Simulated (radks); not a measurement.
The nuclear charge of the magnesium ion Mg2+ is varied continuously with 10 electrons held in [Ne]. Method: Dirac Kohn-Sham, PBE, spin-unpolarised, spherical densities, point nucleus; computed with a radial shooting solver on a logarithmic mesh with Libxc functionals. By the Hellmann-Feynman theorem dE/dZ = E(electron-nucleus)/Z, the electronic potential at the nucleus.

[
 {"Z": "11.5", "E (hartree)": "-180.31035", "E(electron-nucleus)/Z (hartree)": "-37.2376", "HOMO": "2p3/2", "e(HOMO) (eV)": "-50.555", "<r> HOMO (bohr)": "0.7387"},
 {"Z": "11.75", "E (hartree)": "-189.74629", "E(electron-nucleus)/Z (hartree)": "-38.2499", "HOMO": "2p3/2", "e(HOMO) (eV)": "-58.357", "<r> HOMO (bohr)": "0.7105"},
 {"Z": "12", "E (hartree)": "-199.43527", "E(electron-nucleus)/Z (hartree)": "-39.2620", "HOMO": "2p3/2", "e(HOMO) (eV)": "-66.603", "<r> HOMO (bohr)": "0.6845"},
 {"Z": "12.25", "E (hartree)": "-209.37728", "E(electron-nucleus)/Z (hartree)": "-40.2740", "HOMO": "2p3/2", "e(HOMO) (eV)": "-75.290", "<r> HOMO (bohr)": "0.6605"},
 {"Z": "12.5", "E (hartree)": "-219.57229", "E(electron-nucleus)/Z (hartree)": "-41.2861", "HOMO": "2p3/2", "e(HOMO) (eV)": "-84.416", "<r> HOMO (bohr)": "0.6382"},
 {"Z": "12.75", "E (hartree)": "-230.02034", "E(electron-nucleus)/Z (hartree)": "-42.2983", "HOMO": "2p3/2", "e(HOMO) (eV)": "-93.980", "<r> HOMO (bohr)": "0.6175"},
 {"Z": "13", "E (hartree)": "-240.72144", "E(electron-nucleus)/Z (hartree)": "-43.3106", "HOMO": "2p3/2", "e(HOMO) (eV)": "-103.98", "<r> HOMO (bohr)": "0.5981"}
]

The central difference of E at Z = 12 is -39.262 hartree, to compare with the third column; the second derivative is -4.05 hartree.
